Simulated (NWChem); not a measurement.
The numbers come from NWChem runs, not from measurements. System: CH$_{7}$FN$_{2}$Si, charge 0, spin multiplicity 1, at a geometry optimised with PBE/def2-SVP. The structure started from a generated list of species. Level: RHF/def2-SVP.

The NWChem input:

```
start mol
memory heap 200 mb stack 800 mb global 1000 mb
geometry units angstroms nocenter noautoz noautosym
  N      1.391277    -0.320771    -1.360552
  Si     0.680997     0.206270     0.140666
  N     -0.197444     1.692894    -0.036660
  C     -0.639620    -0.925204     0.954275
  F     -1.855509    -0.796066     0.256514
  H      0.805609    -0.505186    -2.178760
  H      2.212169    -0.930809    -1.350617
  H      1.855388     0.267152     1.083544
  H     -1.216589     1.605671    -0.075004
  H      0.136997     2.422480    -0.669382
  H     -0.810868    -0.638827     2.018448
  H     -0.336192    -1.997308     0.948648
end
basis spherical
  * library def2-svp
end
scf
  rhf
  nopen 0
  maxiter 100
  thresh 1e-7
  semidirect memsize 60000000 filesize 0
end
task scf energy
```

Output (cleaned and shortened):

```
             Northwest Computational Chemistry Package (NWChem) 7.3.0
             --------------------------------------------------------

                                NWChem Input Module
                                -------------------

 Scaling coordinates for geometry "geometry" by  1.889725989
 (inverse scale =  0.529177249)

                             Geometry "geometry" -> ""
                             -------------------------

 Output coordinates in angstroms (scale by  1.889725989 to convert to a.u.)

  No.       Tag          Charge          X              Y              Z
 ---- ---------------- ---------- -------------- -------------- --------------
    1 N                    7.0000     1.39127700    -0.32077100    -1.36055200
    2 Si                  14.0000     0.68099700     0.20627000     0.14066600
    3 N                    7.0000    -0.19744400     1.69289400    -0.03666000
    4 C                    6.0000    -0.63962000    -0.92520400     0.95427500
    5 F                    9.0000    -1.85550900    -0.79606600     0.25651400
    6 H                    1.0000     0.80560900    -0.50518600    -2.17876000
    7 H                    1.0000     2.21216900    -0.93080900    -1.35061700
    8 H                    1.0000     1.85538800     0.26715200     1.08354400
    9 H                    1.0000    -1.21658900     1.60567100    -0.07500400
   10 H                    1.0000     0.13699700     2.42248000    -0.66938200
   11 H                    1.0000    -0.81086800    -0.63882700     2.01844800
   12 H                    1.0000    -0.33619200    -1.99730800     0.94864800

 Effective nuclear repulsion energy (a.u.)     246.0000686447

            Nuclear Dipole moment (a.u.)
            ----------------------------
        X                 Y               Z
 ---------------- ---------------- ----------------
     0.0000037795    -0.0000075589    -0.0000132281


 Summary of "ao basis" -> "" (spherical)
 ------------------------------------------------------------------------------
       Tag                 Description            Shells   Functions and Types
 ---------------- ------------------------------  ------  ---------------------
 *                          def2-svp                  on all atoms

 Summary of "ao basis" -> "ao basis" (spherical)
 ------------------------------------------------------------------------------
       Tag                 Description            Shells   Functions and Types
 ---------------- ------------------------------  ------  ---------------------
 N                          def2-svp                 6       14   3s2p1d
 Si                         def2-svp                 8       18   4s3p1d
 C                          def2-svp                 6       14   3s2p1d
 F                          def2-svp                 6       14   3s2p1d
 H                          def2-svp                 3        5   2s1p

                                 NWChem SCF Module
                                 -----------------

  ao basis        = "ao basis"
  functions       =   109
  atoms           =    12
  closed shells   =    25
  open shells     =     0
  charge          =   0.00
  wavefunction    = RHF
  use symmetry    = F
  symmetry adapt  = F

 Summary of "ao basis" -> "ao basis" (spherical)
 ------------------------------------------------------------------------------
       Tag                 Description            Shells   Functions and Types
 ---------------- ------------------------------  ------  ---------------------
 N                          def2-svp                 6       14   3s2p1d
 Si                         def2-svp                 8       18   4s3p1d
 C                          def2-svp                 6       14   3s2p1d
 F                          def2-svp                 6       14   3s2p1d
 H                          def2-svp                 3        5   2s1p

 Forming initial guess at       0.1s

      Superposition of Atomic Density Guess
      -------------------------------------

 Sum of atomic energies:        -537.63918247

      Non-variational initial energy
      ------------------------------

 Total energy =    -539.748912
 1-e energy   =   -1229.948083
 2-e energy   =     444.199103
 HOMO         =      -0.307342
 LUMO         =       0.054706

 Starting SCF solution at       2.0s

 ----------------------------------------------
         Quadratically convergent ROHF

 Convergence threshold     :          1.000E-07
 Maximum no. of iterations :          100
 Final Fock-matrix accuracy:          1.000E-09
 ----------------------------------------------

              iter       energy          gnorm     gmax       time
             ----- ------------------- --------- --------- --------
                 1     -538.8826433726  1.19D+00  1.77D-01      2.2
                 2     -538.9629254481  3.49D-01  4.54D-02      2.5
                 3     -538.9740042352  1.74D-02  2.00D-03      3.0
                 4     -538.9740354559  1.18D-04  2.10D-05      3.7
                 5     -538.9740354578  6.98D-09  8.36D-10      5.2

       Final RHF  results
       ------------------

         Total SCF energy =   -538.974035457844
      One-electron energy =  -1234.365974862446
      Two-electron energy =    449.391870759880
 Nuclear repulsion energy =    246.000068644722

        Time for solution =      3.3s

             Final eigenvalues
             -----------------

              1
    1  -68.7744
    2  -26.2592
    3  -15.5375
    4  -15.5298
    5  -11.2916
    6   -6.1379
    7   -4.2493
    8   -4.2488
    9   -4.2487
   10   -1.5445
   11   -1.1207
   12   -1.0942
   13   -0.9181
   14   -0.7115
   15   -0.6833
   16   -0.6748
   17   -0.6481
   18   -0.6466
   19   -0.6205
   20   -0.5704
   21   -0.5169
   22   -0.5039
   23   -0.4584
   24   -0.4119
   25   -0.3900
   26    0.1681
   27    0.1897
   28    0.2011
   29    0.2289
   30    0.2453
   31    0.2575
   32    0.2636
   33    0.2720
   34    0.2922
   35    0.3239

                       ROHF Final Molecular Orbital Analysis
                       -------------------------------------

 Vector   23  Occ=2.000000D+00  E=-4.584338D-01
              MO Center=  4.1D-01, -2.7D-01,  1.6D-01, r^2= 3.6D+00
   Bfn.  Coefficient  Atom+Function         Bfn.  Coefficient  Atom+Function
  ----- ------------  ---------------      ----- ------------  ---------------
     5      0.232668   1 N  py               51      0.228245   4 C  py
    85     -0.211813   8 H  s                22     -0.196578   2 Si px
     8     -0.193238   1 N  py               65      0.166353   5 F  py
   105     -0.151638  12 H  s

 Vector   24  Occ=2.000000D+00  E=-4.119016D-01
              MO Center=  3.4D-01,  8.4D-01, -3.4D-01, r^2= 3.1D+00
   Bfn.  Coefficient  Atom+Function         Bfn.  Coefficient  Atom+Function
  ----- ------------  ---------------      ----- ------------  ---------------
    38      0.383555   3 N  pz               41     -0.335911   3 N  pz
     5     -0.199679   1 N  py                8      0.195286   1 N  py
     4     -0.185887   1 N  px                6      0.176912   1 N  pz
     7      0.164539   1 N  px               37      0.159170   3 N  py
    40     -0.158480   3 N  py

 Vector   25  Occ=2.000000D+00  E=-3.900251D-01
              MO Center=  5.4D-01,  3.0D-01, -3.1D-01, r^2= 3.7D+00
   Bfn.  Coefficient  Atom+Function         Bfn.  Coefficient  Atom+Function
  ----- ------------  ---------------      ----- ------------  ---------------
     5      0.327103   1 N  py                8     -0.293999   1 N  py
    38      0.259510   3 N  pz               41     -0.241984   3 N  pz
    49     -0.195792   4 C  s                37      0.193200   3 N  py
    86      0.157719   8 H  s                40     -0.154189   3 N  py

 Vector   26  Occ=0.000000D+00  E= 1.680676D-01
              MO Center=  6.2D-01, -1.7D-01, -9.8D-01, r^2= 7.1D+00
   Bfn.  Coefficient  Atom+Function         Bfn.  Coefficient  Atom+Function
  ----- ------------  ---------------      ----- ------------  ---------------
     3      1.262480   1 N  s                35      0.748058   3 N  s
    81     -0.729899   7 H  s                76     -0.722443   6 H  s
    49      0.679012   4 C  s                18     -0.535389   2 Si s
   101     -0.494011  11 H  s                96     -0.458879  10 H  s
   106     -0.453494  12 H  s                91     -0.375260   9 H  s

 Vector   27  Occ=0.000000D+00  E= 1.897309D-01
              MO Center=  5.5D-01,  5.2D-01, -2.3D-01, r^2= 6.9D+00
   Bfn.  Coefficient  Atom+Function         Bfn.  Coefficient  Atom+Function
  ----- ------------  ---------------      ----- ------------  ---------------
    35      1.330770   3 N  s                26     -0.901202   2 Si py
    49     -0.815356   4 C  s                 3     -0.733231   1 N  s
    96     -0.670836  10 H  s                91     -0.598311   9 H  s
    81      0.529033   7 H  s               106      0.401891  12 H  s
     8      0.309581   1 N  py               76      0.231249   6 H  s

 Vector   28  Occ=0.000000D+00  E= 2.010601D-01
              MO Center=  7.5D-02, -8.5D-01,  1.0D+00, r^2= 6.9D+00
   Bfn.  Coefficient  Atom+Function         Bfn.  Coefficient  Atom+Function
  ----- ------------  ---------------      ----- ------------  ---------------
    49      2.527969   4 C  s               106     -1.267748  12 H  s
   101     -1.212778  11 H  s                 3     -0.774533   1 N  s
    18     -0.642150   2 Si s                25      0.606772   2 Si px
    27     -0.593114   2 Si pz               76      0.482346   6 H  s
    55      0.327268   4 C  pz               81      0.310233   7 H  s

 center of mass
 --------------
 x =  -0.09023755 y =  -0.02043279 z =   0.00944362

 moments of inertia (a.u.)
 ------------------
         468.362626303666         -91.755682762647         159.966219139549
         -91.755682762647         621.428999731952          38.252921658083
         159.966219139549          38.252921658083         718.793755284500

  Mulliken analysis of the total density
  --------------------------------------

    Atom       Charge   Shell Charges
 -----------   ------   -------------------------------------------------------
    1 N    7     7.57   1.99  0.94  0.52  2.40  1.71  0.01
    2 Si  14    13.02   2.00  1.99  0.88  0.01  5.94  1.16  0.62  0.41
    3 N    7     7.56   1.99  0.94  0.52  2.40  1.70  0.01
    4 C    6     5.97   1.99  0.88  0.29  1.92  0.83  0.06
    5 F    9     9.42   1.99  1.12  0.84  3.33  2.14  0.01
    6 H    1     0.85   0.70  0.10  0.05
    7 H    1     0.85   0.70  0.10  0.05
    8 H    1     1.18   0.75  0.42  0.01
    9 H    1     0.84   0.69  0.10  0.05
   10 H    1     0.85   0.70  0.10  0.05
   11 H    1     0.95   0.75  0.17  0.03
   12 H    1     0.95   0.75  0.18  0.02

       Multipole analysis of the density wrt the origin
       ------------------------------------------------

     L   x y z        total         open         nuclear
     -   - - -        -----         ----         -------
     0   0 0 0     -0.000000      0.000000     50.000000

     1   1 0 0      0.460816      0.000000      0.000004
     1   0 1 0     -0.288435      0.000000     -0.000008
     1   0 0 1     -0.314760      0.000000     -0.000013

     2   2 0 0    -30.720740      0.000000    232.156691
     2   1 1 0     -3.304263      0.000000     39.085214
     2   1 0 1     -0.455487      0.000000    -87.466728
     2   0 2 0    -26.617680      0.000000    165.174480
     2   0 1 1     -1.269259      0.000000    -22.809504
     2   0 0 2    -26.190024      0.000000    115.963774

 Task  times  cpu:        5.3s     wall:        5.3s

 Total times  cpu:        5.3s     wall:        5.3s
```
